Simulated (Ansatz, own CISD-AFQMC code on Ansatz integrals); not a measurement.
CH6B2, SMILES `BCB` (charge 0, multiplicity 1).

Z-matrix (Å, degrees):
```
C
H 1 1.0885
H 1 1.1058 2 111.83
B 1 1.5504 2 115.06 3 -116.27
H 4 1.1968 1 121.35 2 -12.63
H 4 1.1971 5 118.90 1 179.16
B 1 1.5506 2 115.02 3 116.06
H 7 1.1968 1 121.35 2 12.32
H 7 1.1971 8 118.89 1 -179.23
```
Charge 0, multiplicity 1.

Frozen-core correlation energies in cc-pVDZ at a geometry from PBE0-D3(BJ)/def2-TZVP, on an HF energy of -90.69797 Ha (<S^2> = 0.00). Wave-function levels are from Ansatz, the walk from an own CISD-AFQMC code on Ansatz integrals (time step 0.005/Ha, trial state from CCSD amplitudes, largest double 0.02).

```json
[
 {"level": "MP2", "correlation energy (mHa)": "-312.0"},
 {"level": "CCSD", "correlation energy (mHa)": "-360.3"},
 {"level": "CCSD(T)", "correlation energy (mHa)": "-369.8"},
 {"level": "CCSDT(Q)", "correlation energy (mHa)": "-371.2"}
]
```

**Question.** What correlation energy does phaseless AFQMC give, and where does it lie among these levels?

**Answer.** -371.0 ± 0.3 mHa (one standard error). AFQMC minus each level: MP2 -59.1 mHa, CCSD -10.7 mHa, CCSD(T) -1.2 mHa, CCSDT(Q) +0.2 mHa.
